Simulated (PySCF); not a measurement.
C$_{4}$H$_{9}$LiO, charge -1, doublet, geometry from GFN2-xTB (such geometries of metal compounds can be far from the true shape) (a state made from the parent by changing its charge; the spin is typed, not shown lowest) (in this run its highest filled SCF level lies above zero, so its values depend strongly on the basis, on diffuse functions most of all); B3LYP/STO-3G in PySCF.

PySCF was given this input:
```python
from pyscf import gto, scf, dft

mol = gto.M(
    atom='''
Li    1.01914719    1.96511518    2.02962093
O     0.42525215    0.81996935    0.84688519
C    -0.02303407   -0.04441420   -0.04587211
C     1.00456360   -1.18741221   -0.31372590
C    -1.34933231   -0.72249792    0.41811336
C    -0.31499227    0.63776187   -1.41829453
H     0.63768630   -1.90422918   -1.05132520
H     1.21056439   -1.71112513    0.61918768
H     1.93793089   -0.75456600   -0.67220735
H    -1.17747962   -1.23946630    1.36164377
H    -1.72329582   -1.43791531   -0.31728280
H    -2.10541501    0.04402891    0.58489126
H     0.59923216    1.09708597   -1.79280002
H    -1.05606975    1.42402205   -1.27815750
H    -0.68584198   -0.07356057   -2.15921905
''',
    basis='sto-3g',
    charge=-1,
    spin=1,
    verbose=4,
)

mf = dft.UKS(mol)
mf.xc = 'b3lyp'
mf.level_shift = 1.0
mf.max_cycle = 100
mf.kernel()
mf.analyze()
```

What the program printed (banner, timings and long lists left out):

```
PySCF version 2.14.0

[INPUT] verbose = 4
[INPUT] num. atoms = 15
[INPUT] num. electrons = 45
[INPUT] charge = -1
[INPUT] spin (= nelec alpha-beta = 2S) = 1
[INPUT] symmetry False subgroup None
[INPUT] Mole.unit = angstrom
[INPUT] Symbol           X                Y                Z      unit          X                Y                Z       unit  Magmom
[...]
nuclear repulsion = 210.567885884219
number of shells = 27
number of NR pGTOs = 117
number of NR cGTOs = 39
basis = sto-3g
ecp = {}

******** <class 'pyscf.dft.uks.UKS'> ********
method = UKS
initial guess = minao
damping factor = 0
level_shift factor = 1.0
DIIS = <class 'pyscf.scf.diis.CDIIS'>
diis_start_cycle = 1
diis_space = 8
diis_damp = 0
SCF conv_tol = 1e-09
SCF conv_tol_grad = None
SCF max_cycles = 100
direct_scf = True
direct_scf_tol = 1e-13
number electrons alpha = 23  beta = 22
XC library pyscf.dft.libxc version 7.1.2
    S. Lehtola, C. Steigemann, M. J. T. Oliveira, and M. A. L. Marques,  SoftwareX 7, 1–5 (2018)
XC functionals = b3lyp
    P. J. Stephens, F. J. Devlin, C. F. Chabalowski, and M. J. Frisch,  J. Phys. Chem. 98, 11623 (1994)
radial grids:
    Treutler-Ahlrichs [JCP 102, 346 (1995); DOI:10.1063/1.469408] (M4) radial grids

becke partition: Becke, JCP 88, 2547 (1988); DOI:10.1063/1.454033
pruning grids: <function nwchem_prune>
grids dens level: 3
symmetrized grids: False
atomic radii adjust function: <function treutler_atomic_radii_adjust>
small_rho_cutoff = 0
Set gradient conv threshold to 3.16228e-05
tot grids = 172552
init E= -237.857451460479

cycle= 1 E= -237.225997020745  delta_E= 0.631  |g|= 0.572  |ddm|= 3.24
cycle= 2 E= -237.485391439093  delta_E= -0.259  |g|= 0.142  |ddm|= 0.793
cycle= 3 E= -237.505601402952  delta_E= -0.0202  |g|= 0.0906  |ddm|= 0.178
cycle= 4 E= -237.514586945679  delta_E= -0.00899  |g|= 0.0658  |ddm|= 0.122
cycle= 5 E= -237.519589296153  delta_E= -0.005  |g|= 0.0482  |ddm|= 0.0907
cycle= 6 E= -237.522177194524  delta_E= -0.00259  |g|= 0.0383  |ddm|= 0.0673
cycle= 7 E= -237.523692144698  delta_E= -0.00151  |g|= 0.0307  |ddm|= 0.051
cycle= 8 E= -237.524597794723  delta_E= -0.000906  |g|= 0.0243  |ddm|= 0.0388
cycle= 9 E= -237.525128768684  delta_E= -0.000531  |g|= 0.0192  |ddm|= 0.0293
cycle= 10 E= -237.525442361222  delta_E= -0.000314  |g|= 0.0153  |ddm|= 0.0222
cycle= 11 E= -237.52563214665  delta_E= -0.00019  |g|= 0.0121  |ddm|= 0.0171
cycle= 12 E= -237.52574606371  delta_E= -0.000114  |g|= 0.00965  |ddm|= 0.0131
cycle= 13 E= -237.525816468874  delta_E= -7.04e-05  |g|= 0.00759  |ddm|= 0.0102
cycle= 14 E= -237.52585867099  delta_E= -4.22e-05  |g|= 0.00603  |ddm|= 0.00788
cycle= 15 E= -237.525884483556  delta_E= -2.58e-05  |g|= 0.0048  |ddm|= 0.00611
cycle= 16 E= -237.525900431975  delta_E= -1.59e-05  |g|= 0.00382  |ddm|= 0.00476
cycle= 17 E= -237.525910216898  delta_E= -9.78e-06  |g|= 0.00304  |ddm|= 0.00369
cycle= 18 E= -237.525916240943  delta_E= -6.02e-06  |g|= 0.00243  |ddm|= 0.00287
cycle= 19 E= -237.52592001583  delta_E= -3.77e-06  |g|= 0.00194  |ddm|= 0.00224
cycle= 20 E= -237.525922387416  delta_E= -2.37e-06  |g|= 0.00154  |ddm|= 0.00176
cycle= 21 E= -237.525923856598  delta_E= -1.47e-06  |g|= 0.00123  |ddm|= 0.00137
cycle= 22 E= -237.525924770186  delta_E= -9.14e-07  |g|= 0.000987  |ddm|= 0.00107
cycle= 23 E= -237.525925345076  delta_E= -5.75e-07  |g|= 0.00079  |ddm|= 0.000838
cycle= 24 E= -237.525925708973  delta_E= -3.64e-07  |g|= 0.000631  |ddm|= 0.000658
cycle= 25 E= -237.525925936456  delta_E= -2.27e-07  |g|= 0.000506  |ddm|= 0.000515
cycle= 26 E= -237.525926080673  delta_E= -1.44e-07  |g|= 0.000405  |ddm|= 0.000405
cycle= 27 E= -237.525926172377  delta_E= -9.17e-08  |g|= 0.000324  |ddm|= 0.000319
cycle= 28 E= -237.52592623009  delta_E= -5.77e-08  |g|= 0.00026  |ddm|= 0.000251
cycle= 29 E= -237.525926266825  delta_E= -3.67e-08  |g|= 0.000208  |ddm|= 0.000198
cycle= 30 E= -237.525926290237  delta_E= -2.34e-08  |g|= 0.000167  |ddm|= 0.000156
[...]
converged SCF energy = -237.525926328234  <S^2> = 0.75378124  2S+1 = 2.0037777
**** SCF Summaries ****
Total Energy =                        -237.525926328234050
Nuclear Repulsion Energy =             210.567885884219208
One-electron Energy =                 -747.657142317156286
Two-electron Energy =                  299.563330104703027
Two-electron Coulomb Energy =          335.461480687693495
DFT Exchange-Correlation Energy =      -35.898150582990475
**** MO energy ****
                             alpha | beta                alpha | beta
[...]
To work with the spin densities directly, `use mulliken_meta_spin()` only printing them here.

 ** Mulliken spin pop alpha/beta on meta-lowdin orthogonal AOs **
 ** Mulliken Spin Density (per AO)  **
spin_pop of  0 Li 1s        0.00108
spin_pop of  0 Li 2s        0.80724
spin_pop of  0 Li 2px       0.03875
spin_pop of  0 Li 2py       0.07959
spin_pop of  0 Li 2pz       0.08331
spin_pop of  1 O 1s        0.00000
spin_pop of  1 O 2s        0.02399
spin_pop of  1 O 2px      -0.01807
spin_pop of  1 O 2py      -0.00826
spin_pop of  1 O 2pz      -0.00737
spin_pop of  2 C 1s       -0.00000
spin_pop of  2 C 2s        0.00071
spin_pop of  2 C 2px       0.00099
spin_pop of  2 C 2py       0.00112
spin_pop of  2 C 2pz       0.00113
spin_pop of  3 C 1s        0.00000
spin_pop of  3 C 2s       -0.00008
spin_pop of  3 C 2px      -0.00098
spin_pop of  3 C 2py      -0.00100
spin_pop of  3 C 2pz      -0.00007
spin_pop of  4 C 1s        0.00000
spin_pop of  4 C 2s       -0.00008
spin_pop of  4 C 2px      -0.00142
spin_pop of  4 C 2py      -0.00034
spin_pop of  4 C 2pz      -0.00027
spin_pop of  5 C 1s        0.00000
spin_pop of  5 C 2s       -0.00008
spin_pop of  5 C 2px      -0.00009
spin_pop of  5 C 2py      -0.00050
spin_pop of  5 C 2pz      -0.00145
spin_pop of  6 H 1s        0.00029
spin_pop of  7 H 1s        0.00021
spin_pop of  8 H 1s        0.00021
spin_pop of  9 H 1s        0.00021
spin_pop of  10 H 1s        0.00029
spin_pop of  11 H 1s        0.00021
spin_pop of  12 H 1s        0.00021
spin_pop of  13 H 1s        0.00021
spin_pop of  14 H 1s        0.00029
 ** Mulliken Spin Density (per atom)  **
spin density of  0 Li =      1.00997
spin density of  1 O =     -0.00970
spin density of  2 C =      0.00395
spin density of  3 C =     -0.00212
spin density of  4 C =     -0.00212
spin density of  5 C =     -0.00212
spin density of  6 H =      0.00029
spin density of  7 H =      0.00021
spin density of  8 H =      0.00021
spin density of  9 H =      0.00021
spin density of  10 H =      0.00029
spin density of  11 H =      0.00021
spin density of  12 H =      0.00021
spin density of  13 H =      0.00021
spin density of  14 H =      0.00029
 ** Mulliken pop alpha/beta on meta-lowdin orthogonal AOs **
 ** Mulliken pop       alpha | beta **
[...]
In total            23.00000 | 22.00000
 ** Mulliken atomic charges   ( Nelec_alpha | Nelec_beta ) **
charge of  0Li =     -0.48657  (     2.24827      1.23830 )
charge of  1O =     -0.46419  (     4.22725      4.23695 )
charge of  2C =      0.15891  (     2.92252      2.91857 )
charge of  3C =     -0.15841  (     3.07814      3.08026 )
charge of  4C =     -0.15840  (     3.07814      3.08026 )
charge of  5C =     -0.15840  (     3.07814      3.08026 )
charge of  6H =      0.02041  (     0.48994      0.48965 )
charge of  7H =      0.03431  (     0.48295      0.48274 )
charge of  8H =      0.03431  (     0.48295      0.48274 )
charge of  9H =      0.03431  (     0.48295      0.48274 )
charge of  10H =      0.02040  (     0.48994      0.48965 )
charge of  11H =      0.03431  (     0.48295      0.48274 )
charge of  12H =      0.03431  (     0.48295      0.48274 )
charge of  13H =      0.03431  (     0.48295      0.48274 )
charge of  14H =      0.02040  (     0.48994      0.48965 )

WARN: System has nonzero charge -1; the dipole moment is origin-dependent.
Location of origin: [0. 0. 0.]

Dipole moment(X, Y, Z, Debye): -4.50931, -8.69489, -8.98034
```
